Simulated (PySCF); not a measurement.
## RhO₂⁺, singlet: computed properties

These are results of PBE0/[Rh def2-TZVP with ECP28, O def2-TZVP], scalar-relativistic core potentials, density fitting, no spin–orbit coupling, PySCF, not measurements.

The structure is a minimum.

Z-matrix (Å, degrees; charge 1 multiplicity 1):
```
Rh
O  1 1.6275
O  1 1.6275 2 151.57
```

```
Point group                                                                   : C2v
Bond lengths                                                                  : Rh–O 1.628 Å (×2)
Bond angles                                                                   : O–Rh–O 151.6°
Zero-point energy                                                             : 14.1 kJ/mol
Principal quadrupole moments (Buckingham, traceless) about the centre of mass : -2.25, 1.04, 1.21 D Å
Dipole moment about the centre of mass                                        : 1.39 D
Rotational constants                                                          : 4.325, 0.2117, 0.2018 cm⁻¹
Heat capacity Cp at 298.15 K                                                  : 43.4 J/(mol K)
Enthalpy at 298.15 K above 0 K                                                : 11.40 kJ/mol
Rotational symmetry number                                                    : 2
Lowest empty level                                                            : -12.41 eV
Principal polarisabilities                                                    : 15.8, 16.1, 49.2 bohr³
Highest occupied level                                                        : -16.92 eV
Entropy at 298.15 K and 1 bar                                                 : 263.3 J/(mol K)
```

Harmonic modes (masses in u: Rh 102.906, O 15.995):
| symmetry | ω (cm⁻¹) | IR (km/mol) | μ (u) | type |
| --- | --- | --- | --- | --- |
| a1 | 237 | 17.2 | 19.51 | bend |
| b2 | 1061 | 211 | 19.77 | stretch |
| a1 | 1062 | 1.2 | 16.32 | stretch |

In C2v the vibrations span 2a1 + b2. Here b1 is antisymmetric to the molecular plane and b2 lies in it.

Charges (e):
```json
{"atom": "Rh1", "Mulliken": "1.58", "Löwdin": "1.04", "polar tensor": "1.99", "Mayer order to Rh1": "–"}
{"atom": "O2,3", "Mulliken": "-0.29", "Löwdin": "-0.02", "polar tensor": "-0.49", "Mayer order to Rh1": "1.70"}
```
Other Mayer orders above 0.3: O–O 0.75.

Mulliken populations on Rh1 (electrons outside its core potential): s 2.03, p 6.13, d 7.22, f 0.03.

Outer orbital energies (eV). occupied: -22.15, -21.63, -21.52, -18.79, -18.74, -17.44, -16.98, -16.92; empty: -12.41, -11.98, -11.27, -5.49.

Formally Rh is in oxidation state +5, d4, with 0 unpaired electrons (the high-spin count would be 4). The polar-tensor charge on Rh, 1.99, is far below the formal one.

This need not be the most stable arrangement of these atoms. At this level a quintet minimum of Cs symmetry lies 57 kJ/mol below this structure.

The final relaxation and frequency run took roughly 40 core-seconds on a shared host.
